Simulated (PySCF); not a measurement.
# TeS: energy against distance

Set-up: basis Te x2c-SVPall, S x2c-SVPall; spin-free X2C with a Gaussian nucleus; PySCF 2.14. Energies in eV from Te + S in their ground configurations at the same level. State: ³Σ⁻ (triplet), unpaired electrons π ↑↑.

All columns are M06-2X. A positive dipole means Te(−)S(+).

| R (Å) | E (eV) | μ (D) | Mulliken charge on Te (basis-dependent) | HOMO (eV) | LUMO (eV) | Mayer bond order | ⟨S²⟩ |
| --- | --- | --- | --- | --- | --- | --- | --- |
| 1.934 | -1.274 | -1.53 | 0.20 | -6.94 | -1.68 | 2.02 | 2.01 |
| 2.024 | -2.222 | -1.76 | 0.20 | -7.16 | -1.92 | 2.02 | 2.01 |
| 2.114 | -2.722 | -1.96 | 0.20 | -7.37 | -2.14 | 2.01 | 2.01 |
| 2.182 | -2.884 | -2.10 | 0.20 | -7.51 | -2.29 | 2.00 | 2.01 |
| 2.249 | -2.913 | -2.22 | 0.20 | -7.64 | -2.44 | 2.00 | 2.01 |
| 2.317 | -2.842 | -2.34 | 0.20 | -7.76 | -2.58 | 1.99 | 2.01 |
| 2.406 | -2.637 | -2.49 | 0.20 | -7.89 | -2.75 | 1.97 | 2.01 |
| 2.519 | -2.265 | -2.69 | 0.20 | -7.87 | -2.93 | 1.94 | 2.01 |
| 2.654 | -1.734 | -2.99 | 0.21 | -7.60 | -3.10 | 1.86 | 2.01 |
| 2.834 | -1.002 | -3.47 | 0.23 | -7.34 | -3.28 | 1.64 | 2.03 |

A fit through these points gives, at Re = 2.232 Å, μ = -2.19 D and dμ/dR = -1.81 D/Å; the reduced mass is 25.66 u.

Q: How strong is the fundamental in the double-harmonic approximation, I = 42.26·(dμ/dR)²/μred km/mol?

A: I = 42.26·(-1.81)²/25.66 = 5.40 km/mol at M06-2X.

These are scalar-relativistic numbers at best; spin–orbit coupling would shift them, the dissociation energy most. The state is the lowest determinant that a PBE0 search found; another state may lie lower at other levels.
